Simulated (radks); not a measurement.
The numbers below are computed, except where a source is named.
Problem. Valence configurations of the boron ion B+ (all share [He]). Level of theory: Dirac Kohn-Sham, PBE, spin-unpolarised, spherical densities, point nucleus; open shells fill j = l - 1/2 first (a radial shooting solver on a logarithmic mesh with Libxc functionals). Order these by energy: 2s2; 2p2; 2s1 2p1; 2s0.5 2p1.5; 2s1.5 2p0.5.

Solution. From the lowest, in eV above it: 2s2 0.000; 2s1.5 2p0.5 3.070; 2s1 2p1 6.138; 2s0.5 2p1.5 9.202; 2p2 12.262. NIST lists [He] 2s2 as the ground configuration; this level of theory agrees among the configurations tried. The energies are those of spherical spin-averaged densities, not of single terms.
